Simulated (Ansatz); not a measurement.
Geometry optimisation, RKS B3LYP-D4/def2-SVP (Ansatz 0.2.0).

The input (input.yaml):

```yaml
crystal:
  periodic: [false, false, false]
  atoms:
    - { symbol: Zn, position_ang: [0.310183, 0.0, 0.006374] }
    - { symbol: Cl, position_ang: [0.504224, 0.0, 2.205824] }
    - { symbol: Cl, position_ang: [0.32528, 0.0, -2.096021] }
    - { symbol: F, position_ang: [-2.434728, 0.0, 0.901524] }
    - { symbol: H, position_ang: [-2.019759, 0.0, 1.731999] }
basis:
  gaussian: { orbitals: def2-SVP }
hamiltonian:
  xc: b3lyp
  dispersion: d4
relax:
  f_tol: 0.03
  max_steps: 50
```

Launched with:

```bash
$ ansatz run input.yaml --threads 2 --pin off --max-ram 3072MiB --backend cpu --events-out ev --progress --plain --runs-dir out
```

Problem. Where does it end, and by what steps?

Solution. The run converged. After 5 steps the energy has fallen by 0.269 eV; Zn1 moved furthest, 0.35 Å.

```
step  energy less start (eV)  largest force component (eV/Å)  accepted
   0                  0.0000                           1.021       yes
   1                 -0.1507                           0.444       yes
   2                 -0.2506                           0.552       yes
   3                 -0.2654                           0.152       yes
   4                 -0.2684                           0.044       yes
   5                 -0.2688                           0.018       yes
```

```xyz
5
Properties=species:S:1:pos:R:3
Zn -0.029 0.000 0.085
Cl 0.351 0.000 2.228
Cl 0.265 0.000 -2.010
F -2.126 0.000 0.781
H -1.776 0.000 1.666
```

Whether the end is a true minimum wasn't checked by a vibrational analysis.

Time of the run: 16 s on 2 threads of Arm Neoverse V1, with other jobs on the host, peak memory 0.19 GiB.
